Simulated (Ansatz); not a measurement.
Job for Ansatz (a first-principles code): R-CCSD(T)/cc-pVTZ on CH4BFO (SMILES CB(O)F), a point of a torsion scan.

Ansatz 0.2 input:
```yaml
crystal:
  periodic: [false, false, false]
  atoms:
    - {symbol: C, position_ang: [-0.85730386, -0.17889779, -0.06759975]}
    - {symbol: B, position_ang: [0.55578523, 0.53545178, 0.02243365]}
    - {symbol: O, position_ang: [1.68424704, 0.09579848, -0.53779507]}
    - {symbol: F, position_ang: [0.66284497, 1.59010513, 0.84837339]}
    - {symbol: H, position_ang: [-1.63567997, 0.54320130, -0.30287142]}
    - {symbol: H, position_ang: [-0.88267033, -0.96994935, -0.80957518]}
    - {symbol: H, position_ang: [-1.12025739, -0.61203051, 0.89470368]}
    - {symbol: H, position_ang: [2.12077396, 0.32439058, -1.34485888]}
basis:
  gaussian:
    orbitals: cc-pVTZ
magnetization: {spin_polarized: false}
correlation: {method: ccsd_t, electrons: outside_noble_gas}
scf: {lower_state_search: off}
```

Output:

```
WARN ansatz: RAYON_NUM_THREADS=1 ignored (pool sized by the plan → 1); use --threads N
Functional definition: HF
these checks for a lower state are left out or cut short: stability, starts, cluster_reference, orbital_swaps, neighbouring_geometries, increment
integrals: 0.56 GiB planned
1029 factors; integrals over basis functions are off by at most 9.4e-4 eV
mean field: 0.39 GiB planned
mean field evaluation 1: about -6511.0083 eV, gradient 4.3e1 eV
mean field evaluation 2: about -6511.0092 eV, gradient 4.3e1 eV
mean field evaluation 4: about -6514.2788 eV, gradient 3.1e0 eV
mean field evaluation 8: about -6514.3103 eV, gradient 1.8e-4 eV
mean field -6514.31025141 eV, -239.3964861814 hartree, gradient 2.2e-6 eV, S^2 0.000000; 0 other end points of the search recorded, 0 dependent functions left out
4 core orbitals not correlated
reference -6514.31025141 eV, -239.3964861814 hartree; 12, 12 occupied and 160, 160 virtual orbitals, 1029 factors
second order -20.79453793 eV of doubles, -0.00000000 eV of singles
coupled cluster: 1.77 GiB planned
cycle   1  -20.85630220 eV  change   -6.2e-2 eV  update   8.6e-2
cycle   2  -21.26418648 eV  change   -4.1e-1 eV  update   2.4e-2
cycle   3  -21.35808207 eV  change   -9.4e-2 eV  update   1.3e-2
cycle   4  -21.34563149 eV  change    1.2e-2 eV  update   3.0e-3
cycle   5  -21.34436019 eV  change    1.3e-3 eV  update   1.3e-3
cycle   6  -21.34496884 eV  change   -6.1e-4 eV  update   3.7e-4
cycle   7  -21.34474012 eV  change    2.3e-4 eV  update   1.3e-4
cycle   8  -21.34469928 eV  change    4.1e-5 eV  update   3.8e-5
cycle   9  -21.34472129 eV  change   -2.2e-5 eV  update   1.5e-5
perturbative correction -0.71330130 eV, -0.0262133391 hartree
Total energy: -6536.36827400 eV, -240.2071035599 hartree
Checks for a lower state left out: stability, starts, cluster_reference, orbital_swaps, neighbouring_geometries, increment
```

Self-consistency was reached.

Cost: about 40 core-seconds (a rough figure).
